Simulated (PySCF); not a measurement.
**Tungsten: a sound run and one with changed settings**

Sound run: W [Xe] 4f14 5d4 6s2, W⁺ [Xe] 4f14 5d4 6s1. Calculation: PySCF 2.14, in cc-pVDZ-PP with ECP60MDF (4s4p3d1f, 38 functions); a scalar-relativistic core potential. In the sound run the correlated levels freeze 5s2 5p6 outside the core potential. The sound run starts from symmetry-adapted Hartree-Fock orbitals and uses a fine grid where one is needed.

A second run was set up differently.

| species | method | sound run (hartree) | changed run (hartree) | converged |
| --- | --- | --- | --- | --- |
| W | MP2 | -66.75509 | -66.92902 | yes |
| W⁺ | MP2 | -66.49640 | -66.66059 | yes |

Ionisation energy of W:

```json
{"method": "UHF", "sound run (eV)": "5.912", "changed run (eV)": "5.912"}
{"method": "MP2", "sound run (eV)": "7.039", "changed run (eV)": "7.304"}
{"method": "SCS-MP2", "sound run (eV)": "7.262", "changed run (eV)": "7.404"}
```

(1) What was changed?
A. all electrons correlated in a valence basis
B. basis contracted for another Hamiltonian
C. too few SCF iterations
D. a valence shell is frozen

Answers

(1) A. A valence basis has no tight correlating functions, so it recovers only part of the core correlation, and not evenly between atom and ion.
